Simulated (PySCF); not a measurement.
# Al⁺ (aluminium, charge +1) across methods

[Ne] 3s1 3p1, 3s spin antiparallel (an excited configuration). Computed with PySCF 2.14 in aug-cc-pCVTZ-DK, with the spin-free X2C one-electron Hamiltonian (Gaussian nucleus).

| method | E (hartree) | mean ε 2p α (eV) | mean ε 3s β (eV) | mean ε 3p α (eV) | Σ⟨r²⟩ (bohr²) | ⟨S²⟩ |
| --- | --- | --- | --- | --- | --- | --- |
| revPBE | -242.3427 | -79.583 | -15.643 | -10.060 | 19.77 | 1.000 |
| PW91 | -242.3692 | -79.777 | -15.743 | -10.064 | 19.69 | 1.000 |
| PBE | -242.2526 | -79.616 | -15.688 | -10.040 | 19.73 | 1.000 |
| TPSSh | -242.3939 | -81.966 | -16.073 | -10.407 | 19.78 | 1.000 |
| PBE0 | -242.2680 | -84.427 | -16.683 | -10.730 | 19.86 | 1.000 |
| M06 | -242.3676 | -84.839 | -16.493 | -10.483 | 19.42 | 1.000 |
| LDA | -241.3251 | -79.731 | -15.803 | -9.894 | 19.70 | 1.000 |
| UHF | -241.90301 | -97.754 | -19.015 | -12.078 | 20.84 | 1.000 |
| r2SCAN | -242.3564 | -81.471 | -16.025 | -10.135 | 19.98 | 1.000 |

With the s spin flipped the determinant is a mixture of two multiplicities, not a spectroscopic state.
